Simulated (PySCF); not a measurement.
A side-by-side comparison of computed properties.

First species: C₅H₃FO.
Atom-mapped SMILES: `[CH2:1]=[C:2]([F:3])[C:4]#[C:5][CH:6]=[O:7]` (hydrogens: H8, H9 on C1; H10 on C6)

Second species: C₅H₁₂N₂.
SMILES: `CCNN=C(C)C`

Levels: CAM-B3LYP/def2-SVPD for dipole moment, HOMO energy, LUMO energy, HOMO–LUMO gap, static isotropic polarisability and electronic spatial extent ⟨r²⟩ about the centre of nuclear charge; TDDFT CAM-B3LYP/def2-SVPD for lowest singlet excitation; TDA CAM-B3LYP/def2-SVPD for lowest triplet excitation (Tamm–Dancoff); GFN2-xTB for rotational constant A and rotational constant C. Geometries: GFN2-xTB. Each structure is a single optimised conformer of the isolated species, non-relativistic unless stated; the electronic structure was computed with PySCF and density fitting.

The conformers computed, where there is a choice (atom-mapped SMILES and torsion angles):
- `[CH3:1][CH2:2][NH:3][N:4]=[C:5]([CH3:6])[CH3:7]`: C1–C2–N3–N4 -81°, C2–N3–N4–C5 158°

```json
{"property": "dipole moment", "column X": "2.22 D", "column Y": "1.84 D"}
{"property": "HOMO energy", "column X": "-9.22 eV", "column Y": "-7.18 eV"}
{"property": "LUMO energy", "column X": "-1.72 eV", "column Y": "1.24 eV"}
{"property": "HOMO–LUMO gap", "column X": "7.50 eV", "column Y": "8.42 eV"}
{"property": "lowest singlet excitation", "column X": "3.77 eV", "column Y": "5.57 eV"}
{"property": "lowest triplet excitation (Tamm–Dancoff)", "column X": "3.00 eV", "column Y": "3.95 eV"}
{"property": "static isotropic polarisability", "column X": "69.9 au", "column Y": "82.3 au"}
{"property": "electronic spatial extent ⟨r²⟩ about the centre of nuclear charge", "column X": "1054 bohr²", "column Y": "1080 bohr²"}
{"property": "rotational constant A", "column X": "9.092 GHz", "column Y": "5.238 GHz"}
{"property": "rotational constant C", "column X": "0.980 GHz", "column Y": "1.219 GHz"}
```

Problem. Which column belongs to which species?

Solution. Column X is the first species and column Y the second. The first has 10 atoms and 50 electrons, the second 19 and 56.

Problem. How does each property change from the first species to the second?

Solution. dipole moment -0.38 D; HOMO energy +2.04 eV; LUMO energy +2.96 eV; HOMO–LUMO gap +0.92 eV; lowest singlet excitation +1.80 eV; lowest triplet excitation (Tamm–Dancoff) +0.95 eV; static isotropic polarisability +12.4 au; electronic spatial extent ⟨r²⟩ about the centre of nuclear charge +26 bohr²; rotational constant A -3.854 GHz; rotational constant C +0.239 GHz.

On the first: S1 lies 3.73 eV below the HOMO–LUMO gap; its leading configuration is HOMO−1→LUMO, weight 0.86. The 8 singlets span 3.77 to 7.50 eV, and their oscillator strengths add up to 0.63.

On the second: The vertical singlet–triplet gap S1 − T1 is 1.62 eV (TDDFT singlet less Tamm–Dancoff triplet). S1 lies 2.85 eV below the HOMO–LUMO gap; its leading configuration is HOMO→LUMO, weight 0.87.
